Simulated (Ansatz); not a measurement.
`O[Si@@H](F)[C@@H]1CO1` at its PBE0-D4/def2-TZVP geometry, where that method's forces vanish. Charge 0, multiplicity 1.

```xyz
11

O    -1.2221    1.1175    1.1136
Si   -0.7039   -0.4246    1.0704
F    -1.9161   -1.4611    1.0381
C     0.2577   -0.6306   -0.5166
C     1.1966    0.4198   -0.9314
O    -0.0895    0.3639   -1.5059
H    -1.3947    1.5024    0.2482
H     0.0559   -0.6957    2.3057
H     0.4232   -1.6188   -0.9432
H     2.0119    0.1562   -1.5996
H     1.3810    1.2709   -0.2794
```

(1) What forces (eV/Å) does r2SCAN-D4/def2-TZVPP give on these atoms in Ansatz? (An estimate is asked.)

## Answers

(1) Ansatz gave: 
```
O1  -0.015  0.050  0.018
Si2  0.070 -0.021  0.013
F3  -0.045 -0.038  0.002
C4   0.001 -0.345  0.327
C5   0.394  0.098  0.089
O6  -0.384  0.243 -0.382
H7   0.002  0.010 -0.015
H8  -0.015  0.010 -0.020
H9   0.015 -0.008 -0.030
H10 -0.009 -0.003 -0.008
H11 -0.013  0.005  0.007
```
